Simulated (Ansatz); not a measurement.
Calculated with Ansatz (gas phase, PBE0-D4/def2-TZVP geometries, no zero-point term in ΔE). CBS: MP2 limit from def2 TZ/QZ plus the TZ coupled-cluster correction, frozen cores. This one scheme is used for every species. One conformer a species, not always the lowest.

Reaction (formal exchange of groups at the Si–O bond): `O[SiH]1CCC1` + CH₄ → `C[SiH]1CCC1` + H₂O

| species | CCSD(T)/CBS(def2) energy (Eh) |
| --- | --- |
| `O[SiH]1CCC1` | -483.26582 |
| CH₄ | -40.46206 |
| `C[SiH]1CCC1` | -447.30941 |
| H₂O | -76.37941 |

Q: Work out ΔE.

A: ΔE = (-447.30941) + (-76.37941) − (-483.26582) − (-40.46206) = 0.03906 Eh = +102.6 kJ/mol.

Largest T1 diagnostic among the species: 0.010.

The D4 term adds −4.1 kJ/mol with B3LYP and −2.4 kJ/mol with PBE0; it sums over pairs of atoms, weighted by their polarisabilities, and B3LYP, whose exchange is more repulsive, gets the larger term. In def2-TZVPP, CCSD(T) changes the Hartree–Fock value by −16.7 kJ/mol (the triples alone add −1.7 kJ/mol) and MP2 by −15.4 kJ/mol.

B3LYP here is the variant with VWN-RPA as its local correlation; programs differ in this.
